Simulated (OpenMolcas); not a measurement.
Levels of As+ by method

```json
{"Program": "OpenMolcas 26.06", "Basis": "ANO-RCC [9s8p6d4f2g]", "Scalar Hamiltonian": "DKH2, point nucleus", "Active space": "2 electrons in 9 orbitals (RAS2 4p; RAS3 4d 5s, at most 1 electron)", "State averaging": "2S+1 = 3 even, 3 roots; 2S+1 = 1 even, 6 roots; 2S+1 = 3 odd, 18 roots; 2S+1 = 1 odd, 18 roots", "Spin-orbit coupling": "state interaction with AMFI integrals over the reference wave functions, term energies averaged over their components"}
```

Methods on the same reference wave functions:
A. RASSCF
B. SS-RASPT2, IPEA 0.25 Eh, imaginary shift 0.1 Eh (closed shells correlated: 3d 4s)
C. MS-RASPT2, IPEA 0.25 Eh, imaginary shift 0.1 Eh (closed shells correlated: 3d 4s)

Energies in cm-1 above 4s2 4p2 3P0, the measured ground level; measured values from NIST Handbook of Basic Atomic Spectroscopic Data.

```json
{"Level": "4s2 4p2 3P0", "A": "0.0", "B": "0.0", "C": "0.0", "Measured": "0.0"}
{"Level": "4s2 4p2 3P1", "A": "897", "B": "911", "C": "911", "Measured": "1063"}
{"Level": "4s2 4p2 3P2", "A": "2277", "B": "2250", "C": "2250", "Measured": "2541"}
{"Level": "4s2 4p2 1D2", "A": "12491", "B": "9930", "C": "9930", "Measured": "10096"}
{"Level": "4s2 4p2 1S0", "A": "28398", "B": "26060", "C": "26060", "Measured": "22599"}
{"Level": "4s2 4p 5s 3P* 0", "A": "77174", "B": "78170", "C": "78170", "Measured": "78731"}
{"Level": "4s2 4p 5s 3P* 1", "A": "77563", "B": "78490", "C": "78500", "Measured": "79128"}
{"Level": "4s2 4p 5s 3P* 2", "A": "79620", "B": "80620", "C": "80610", "Measured": "81509"}
{"Level": "4s2 4p 5s 1P* 1", "A": "81248", "B": "81800", "C": "81800", "Measured": "82819"}
{"Level": "4s2 4p 4d 3F* 2 [75 %]", "A": "87006", "B": "88810", "C": "88810", "Measured": ""}
{"Level": "4s2 4p 4d 3F* 3", "A": "87962", "B": "89150", "C": "89150", "Measured": ""}
{"Level": "4s2 4p 4d 3F* 4", "A": "89218", "B": "90490", "C": "90490", "Measured": ""}
{"Level": "4s2 4p 4d 1D* 2", "A": "90817", "B": "87000", "C": "87000", "Measured": ""}
{"Level": "4s2 4p 4d 3D* 1", "A": "95917", "B": "92810", "C": "92810", "Measured": ""}
{"Level": "4s2 4p 4d 3D* 2 [52 %]", "A": "95942", "B": "93110", "C": "93110", "Measured": ""}
{"Level": "4s2 4p 4d 3D* 3", "A": "97150", "B": "93990", "C": "93990", "Measured": ""}
{"Level": "4s2 4p 4d 3P* 2 [53 %]", "A": "97676", "B": "95210", "C": "95210", "Measured": ""}
{"Level": "4s2 4p 4d 3P* 1", "A": "97834", "B": "95600", "C": "95600", "Measured": ""}
{"Level": "4s2 4p 4d 3P* 0", "A": "97887", "B": "95790", "C": "95790", "Measured": ""}
{"Level": "4s2 4p 4d 1F* 3", "A": "107112", "B": "103790", "C": "103790", "Measured": ""}
{"Level": "4s2 4p 4d 1P* 1", "A": "107301", "B": "102900", "C": "102900", "Measured": ""}
```

Deviations, from unrounded energies. A percentage is the sum of absolute deviations over the sum of measured energies, with the sign that they share, or ± where signs differ.

```json
{"Against measurement": "mean absolute deviation (cm-1)", "Levels": "8", "A": "1900", "B": "900", "C": "900"}
{"Against measurement": "fine structure of the ground term (%)", "Levels": "2", "A": "-11.9", "B": "-12.2", "C": "-12.2"}
{"Against measurement": "other terms of the ground configuration (%)", "Levels": "2", "A": "+25.1", "B": "±11.1", "C": "±11.1"}
{"Against measurement": "other configurations (%)", "Levels": "4", "A": "-2.0", "B": "-1.0", "C": "-1.0"}
```

B, C lie about equally close to measurement and A furthest from it. The largest miss of B in the table is 4s2 4p2 1S0, by +3500 cm-1. The ranking rests on the paired levels alone, and a cruder setting can come out closer through cancelling errors.

Between B and C no level of the table moves by more than 5 cm-1.

The two smallest mean deviations differ by little beside CASPT2's spread within terms, so their order carries little weight.

From A to B the spin-free energies of the other terms of 4s2 4p2 shown, above 3P, scale by factors of 0.76 to 0.91.

The lowest spin-free term lies below A's lowest term by 0.309 hartree in B, 0.309 hartree in C.

CASPT2 breaks the degeneracy within a term, and the mean is taken; among the terms shown or strongly mixed into the levels shown the widest spread is 210 cm-1 (4s2 4p 4d 1F*, C). ANO sets are built for valence states and can reach diffuse excited orbitals poorly, and with the s shell closed the s pⁿ⁺¹ terms that mix with these levels are absent. With the s shell closed, the reference lacks s² → p² mixing. Without dynamic correlation excited terms often stand tens of per cent too high (terms of higher spin than the ground term too low), and those without a measured partner can miss by more than the paired ones (holds for A). Some terms miss by over 15 % even with CASPT2, which points to a basis or an active space too small for the shells correlated (holds for B; C). Computed and measured levels are paired by configuration, term and J; levels that our copy of the source lacks, or whose pairing is in doubt (as where it misses far off the trend of its configuration), stay unpaired and out of the deviations. Where the source uses jj or jK labels, the order within each J decides. Only configurations of the active space appear.

A share in square brackets marks a mixed level and gives the weight of the term that names it, the lowest over the columns. * marks odd parity.
